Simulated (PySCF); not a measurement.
Job file and geometry (Å, from GFN2-xTB) of an NMR shielding run on SMILES [C@]1(F)([SiH3])SC[C@@H](F)C1, C4H8F2SSi, PySCF, GIAO PBE0/pcSseg-1 NMR shielding, non-relativistic, gas phase; density fitting, a coarse starting grid and PySCF grid level 2 are the driver's defaults:

```
$ OMP_NUM_THREADS=1 python probes_run.py task.json out

{"job": {"kind": "nmr", "xc": "PBE0", "basis": "pcSseg-1"}, "charge": 0, "multiplicity": 1}
F     -1.998080     1.334427    -1.437840
C     -1.167342     0.393716    -0.875531
C     -1.931589    -0.483180     0.103588
S     -0.623228    -1.351398     1.013579
C      0.614377     0.002323     0.784992
F      0.882767     0.558013     2.026631
Si     2.236099    -0.780123     0.098213
C     -0.053313     1.063411    -0.081918
H     -0.767148    -0.203029    -1.704797
H     -2.569341    -1.217810    -0.381743
H     -2.521911     0.126704     0.789156
H      2.588659    -1.870962     0.994261
H      3.226112     0.294202     0.087651
H      1.907262    -1.233242    -1.251935
H      0.667684     1.549820    -0.739816
H     -0.498607     1.826072     0.564099
```

Question: Write the output of this run.

Answer: 
```
coarse grid: 14728 points
cycle   1  E = -1043.7554939239  dE =  9.095e-01  |g| = 6.482e-01  |ddm| = 3.633e+00
cycle   2  E = -1043.6812225537  dE =  7.427e-02  |g| = 9.711e-01  |ddm| = 1.122e+00
cycle   3  E = -1043.8265531477  dE = -1.453e-01  |g| = 8.049e-02  |ddm| = 7.063e-01
cycle   4  E = -1043.8277460919  dE = -1.193e-03  |g| = 3.544e-02  |ddm| = 9.998e-02
cycle   5  E = -1043.8280273334  dE = -2.812e-04  |g| = 7.201e-03  |ddm| = 3.573e-02
cycle   6  E = -1043.8280372084  dE = -9.875e-06  |g| = 2.844e-03  |ddm| = 1.091e-02
final grid: 134688 points
cycle   7  E = -1043.8910852007  dE = -3.618e-05  |g| = 1.105e-02  |ddm| = 3.102e-02
cycle   8  E = -1043.8910509989  dE =  3.420e-05  |g| = 1.653e-02  |ddm| = 2.574e-02
cycle   9  E = -1043.8911137483  dE = -6.275e-05  |g| = 1.174e-03  |ddm| = 1.582e-02
cycle  10  E = -1043.8911139961  dE = -2.478e-07  |g| = 3.680e-04  |ddm| = 1.425e-03
cycle  11  E = -1043.8911140218  dE = -2.571e-08  |g| = 8.213e-05  |ddm| = 4.068e-04
cycle  12  E = -1043.8911140233  dE = -1.507e-09  |g| = 2.192e-05  |ddm| = 1.110e-04
cycle  13  E = -1043.8911140234  dE = -1.069e-10  |g| = 5.451e-06  |ddm| = 2.965e-05
converged SCF energy = -1043.8911140234

GIAO shielding tensors (ppm)
atom      isotropic    diamagn.    paramagn.     s11        s22        s33       span
  0 F      379.165     469.293     -90.127    358.401    383.499    395.596     37.195
  1 C       91.244     244.910    -153.667     42.396     80.732    150.603    108.207
  2 C      145.822     252.748    -106.925    116.286    151.674    169.508     53.222
  3 S      444.073    1056.316    -612.244    210.625    346.218    775.374    564.749
  4 C       80.652     248.573    -167.921     37.270     71.856    132.829     95.558
  5 F      327.002     475.466    -148.464    284.872    344.167    351.966     67.094
  6 Si     409.968     879.446    -469.478    384.197    395.427    450.281     66.084
  7 C      137.711     248.352    -110.641    106.261    144.249    162.623     56.363
  8 H       26.720      30.348      -3.628     23.393     27.706     29.062      5.669
  9 H       28.740      29.545      -0.805     24.174     26.110     35.935     11.761
 10 H       28.137      30.064      -1.927     23.754     26.264     34.394     10.641
 11 H       27.696      28.799      -1.103     24.020     26.307     32.761      8.741
 12 H       27.475      28.725      -1.249     23.718     25.434     33.274      9.556
 13 H       27.898      29.038      -1.140     24.261     27.288     32.145      7.884
 14 H       28.876      30.817      -1.941     25.092     28.321     33.216      8.124
 15 H       28.929      30.346      -1.417     25.911     27.811     33.066      7.155
```

Question: Turn these shieldings into chemical shifts. Shifts are taken against calculated references (same method and geometry level): CFCl3 for ¹⁹F (170.95 ppm); ¹³C (186.93 ppm) and ²⁹Si (349.16 ppm) and ¹H (31.72 ppm) against TMS; ³³S (503.73 ppm) against CS2.

Answer: Averaging equivalent atoms: F 5: -156.1; F 0: -208.2; C 4: 106.3; C 1: 95.7; C 7: 49.2; C 2: 41.1; S 3: 60; Si 6: -60.8; H 8: 5.00; H 11/12/13: 4.03; H 10: 3.58; H 9: 2.98; H 14: 2.84; H 15: 2.79 ppm. Unscaled 19F shifts against computed CFCl3 carry errors that often reach 10 to 50 ppm.

Size and cost of the density-fitted run: 190 basis functions, 58 s wall time on 1 thread of an Arm Neoverse N1, shared host; peak memory 0.85 GiB.
